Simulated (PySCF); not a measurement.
Energies from PySCF, thermal terms from the rigid-rotor harmonic-oscillator model, ideal gas at 1 bar. The comparison is the NASA 1993 polynomial table, which mixes measured and estimated data. All species are closed-shell singlets. The harmonic model lacks anharmonicity and excited electronic states, which grow with temperature; levels with a mode under 35 cm⁻¹ are left out. Soft modes under 120 cm⁻¹ make the harmonic entropy rough for MgCl₂. The table's entry may be an old estimate for MgCl₂ (not checked at source).

Harmonic frequencies at PBE0/def2-TZVP (cm⁻¹): 108, 109, 322, 620. Point group D∞h; S°(298 K) = 272.1 J/mol/K at this level.

Problem. Work out Cp and S° of gaseous MgCl₂ at 500, 800, 1200, 1600, 2000 K from these, and set them beside the table.

Solution. 
| T (K) | Cp PBE0/def2-TZVP | Cp table | S° PBE0/def2-TZVP | S° table |
|---|---|---|---|---|
| 500 | 59.8 | 60.1 | 302.2 | 307.4 |
| 800 | 61.3 | 61.4 | 330.7 | 336.0 |
| 1200 | 61.9 | 61.9 | 355.7 | 361.0 |
| 1600 | 62.1 | 62.1 | 373.5 | 378.9 |
| 2000 | 62.2 | 62.2 | 387.4 | 392.7 |
Units J/mol/K.
